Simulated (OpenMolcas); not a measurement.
**5d ions of charge +2 along the row**

```json
{
 "Program": "OpenMolcas",
 "Method": "SS-CASPT2, IPEA 0.25 Eh, imaginary shift 0.1 Eh",
 "Basis": "ANO-RCC-VTZP",
 "Scalar Hamiltonian": "DKH2, point nucleus",
 "Spin-orbit coupling": "state interaction with AMFI integrals over the reference wave functions, term energies averaged over their components"
}
```

Active space: the 5d shell; CASPT2 also correlates the outermost closed s and p core shells.

B and C come from two terms' centres of gravity (d2, d8: 3P = 15B, 1G = 12B + 2C; d3, d7: 4P = 15B, 2G = 4B + 3C; d4, d6: 3G = 9B + 4C, 3H = 4B + 4C; d5: 4D = 17B + 5C, 4G = 10B + 5C, above the ground term), where all their levels are at least 80 % pure. ζ = ±2S·A comes from the whole width of the ground multiplet by E(J) = (A/2) J(J+1), where its levels are at least 85 % pure. Energies in cm-1.

| Ion | Configuration | Lowest level | Weight (%) | B | C | ζ |
| --- | --- | --- | --- | --- | --- | --- |
| Hf2+ | 5d² | ³F₂ | 91 | 610 | 2091 | 1782 |
| Ta2+ | 5d³ | ⁴F_3/2 | 90 |  |  |  |
| W2+ | 5d⁴ | ⁵D₀ | 71 |  |  |  |
| Re2+ | 5d⁵ | ⁶S_5/2 | 91 |  |  |  |
| Os2+ | 5d⁶ | ⁵D₄ | 87 |  |  |  |
| Ir2+ | 5d⁷ | ⁴F_9/2 | 86 |  |  |  |
| Pt2+ | 5d⁸ | ³F₄ | 96 |  |  |  |

CASPT2 breaks the degeneracy within a term, and the mean is taken; among the low terms the widest spread is 2200 cm-1 (5d³ ²H, Ta2+). Over all roots computed the reference weight is 0.90 to 0.95 in W2+; the roots of lowest weight are the least certain, and an intruder state may touch them. Configurations with an s electron lie low in 5d ions of this charge, fall among these levels and mix in, so low-spin terms can stand far too high, up to twice their true height, and weights are not those of the real levels. Terms from blocks run as CI alone lack orbitals of their own. The CASPT2 spread within a term exceeds the gap to the next term for 5d³ ⁴P and 5d³ ²P, 5d³ ²P and 5d³ ²D(1), 5d³ ²D(1) and 5d³ ²H, so the order of their levels is uncertain, and so are names and mixing where such terms share a J (figures for Ta2+; the like holds for Os2+, Ir2+). Some levels mix across a computed gap that differs much from the measured one, so their mixing is not that of the real levels (holds for W2+). Some terms miss by over 15 % even with CASPT2, which points to a basis or an active space too small for the shells correlated (holds for W2+; Re2+; Pt2+). Only configurations of the active space appear.

A number in round brackets counts repeated terms of one configuration in the order of the reference energies.
